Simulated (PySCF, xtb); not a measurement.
C3H10OSi2, SMILES [SiH2]([C@@H]([SiH3])C=C)O.

GFN2-xTB (xtb) at its own geometry gives an orbital gap of 4.41 eV and a dipole moment of 0.85 D.

Geometry: PBE-D3(BJ)/def2-SVP. The structure was generated by enumeration; whether it is a known compound was not checked. Other conformers were not sampled.

### Question
What does CAM-B3LYP/def2-TZVP (PySCF) give? (An estimate is asked for; the answer gives what the named calculation found.)

### Answer
gap 8.98 eV (levels -8.36 and 0.62 eV), dipole 1.36 D.
